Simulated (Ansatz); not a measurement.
CH₈N₂OSi (`CO[SiH](N)N`). Total charge 0; spin multiplicity 1. The geometry is a stationary point of PBE0-D4/def2-TZVP. It is one conformer, not always the lowest.

```xyz
13

C     1.285    1.619   -0.415
O     0.318    0.674   -0.793
Si   -0.507   -0.279    0.263
N    -2.036   -0.792   -0.274
N     0.427   -1.691    0.489
H     1.303    2.422   -1.154
H     2.284    1.169   -0.375
H     1.067    2.059    0.567
H    -0.747    0.563    1.471
H    -2.111   -1.468   -1.017
H    -2.826   -0.169   -0.251
H     1.429   -1.666    0.409
H     0.113   -2.441    1.081
```

Q: What is the dipole moment at ωB97M-V/def2-TZVPP? (Best estimate.)

A: Computed: 0.60 D, with components (0.40, -0.24, 0.37) D in this frame, pointing from negative to positive charge.

Q: And with PBE, r2SCAN, B3LYP? (Estimate.)

A: Ansatz gave: PBE 0.57 D, r2SCAN 0.58 D, B3LYP 0.60 D.

Q: Give the Mulliken charges with ωB97M-V, PBE, B3LYP in def2-TZVPP. (Best estimate.)

A: Ansatz gave: 
```json
{"atom": "C1", "ωB97M-V": "-0.16", "PBE": "-0.12", "B3LYP": "-0.11"}
{"atom": "O2", "ωB97M-V": "-0.36", "PBE": "-0.30", "B3LYP": "-0.38"}
{"atom": "Si3", "ωB97M-V": "0.59", "PBE": "0.50", "B3LYP": "0.63"}
{"atom": "N4", "ωB97M-V": "-0.37", "PBE": "-0.39", "B3LYP": "-0.41"}
{"atom": "N5", "ωB97M-V": "-0.37", "PBE": "-0.39", "B3LYP": "-0.41"}
{"atom": "H6", "ωB97M-V": "0.12", "PBE": "0.10", "B3LYP": "0.11"}
{"atom": "H7", "ωB97M-V": "0.10", "PBE": "0.08", "B3LYP": "0.08"}
{"atom": "H8", "ωB97M-V": "0.10", "PBE": "0.08", "B3LYP": "0.09"}
{"atom": "H9", "ωB97M-V": "-0.10", "PBE": "-0.14", "B3LYP": "-0.15"}
{"atom": "H10", "ωB97M-V": "0.12", "PBE": "0.15", "B3LYP": "0.14"}
{"atom": "H11", "ωB97M-V": "0.11", "PBE": "0.14", "B3LYP": "0.13"}
{"atom": "H12", "ωB97M-V": "0.11", "PBE": "0.14", "B3LYP": "0.13"}
{"atom": "H13", "ωB97M-V": "0.12", "PBE": "0.15", "B3LYP": "0.14"}
```

B3LYP here is the variant with VWN-RPA as its local correlation; programs differ in this.
